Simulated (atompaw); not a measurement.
**Before and after: PAW (atompaw) potential for V**

- Element: V (Z = 23)
- Generator: atompaw 4.2.0.5
- Type: PAW
- Functional: PBEsol
- Relativity: scalar-relativistic
- Frozen core: [Ne]
- Valence charge: 13
- Reference configuration: 3s2 3p6 3d3 4s2 4p0
- Partial waves: 3s (bound): rc 1.40 bohr; 4s (bound): rc 2.50 bohr; 3p (bound): rc 1.10 bohr; 4p (bound, empty): rc 2.50 bohr; 3d (bound): rc 2.50 bohr; 3d channel at 0.1 Ry: rc 2.50 bohr
- Local potential: troulliermartins scheme with l = 3 at 1 Ry, radius 1.75 bohr
- Core correction: smooth core density matched at 1.40 bohr
- Augmentation charge: gaussian compensation charge, radius 2.10 bohr; PAW radius 2.50 bohr; waves and projectors: modrrkj vanderbiltortho

All-electron outer shells of the reference configuration (PBEsol, scalar-relativistic, ld1.x):

```tsv
shell	level (eV)	outermost node (bohr)	outermost maximum (bohr)
2s	-601.89	0.09	0.26
2p	-502.79	–	0.21
3s	-70.03	0.38	0.82
3p	-43.95	0.35	0.84
3d	-5.18	–	0.90
4s	-4.72	1.17	2.76
4p	-1.43	1.30	3.63
```

Change: local potential troulliermartins scheme with l = 3 at 1 Ry, radius 1.68 bohr.

Cutoffs: the cutoffs (Ry, on a coarse ladder) from which the occupation-weighted sum of valence levels, in a spherical-Bessel basis at the reference potential, stays within 10 and 1 mRy of its value at 400 Ry; they do not see the model core or the augmentation charge, which bear on the density cutoff.

Problem. What does the change do?

Solution. The potential gets neither clearly harder nor softer (50 Ry and 90 Ry → 45 Ry and 90 Ry); neither file shows a bound ghost.

```tsv
quantity	base	changed
cutoff, loose	50 Ry	45 Ry
cutoff, tight	90 Ry	90 Ry
bound ghosts	none	none
s: phases at 2.51 bohr within 0.05 rad from the reference energy up to (Ry; the scan ends near 5)	3.5	3.4
p: phases at 2.51 bohr within 0.05 rad from the reference energy up to (Ry; the scan ends near 5)	0.6	1.0
d: phases at 2.51 bohr within 0.05 rad from the reference energy up to (Ry; the scan ends near 5)	n/a	n/a
lowest overlap eigenvalue by channel	s 0.68, p 0.34, d 1.00	s 0.68, p 0.53, d 1.00
```

 The cutoffs see the waves, projectors and local potential, not the compensation charge or the core.
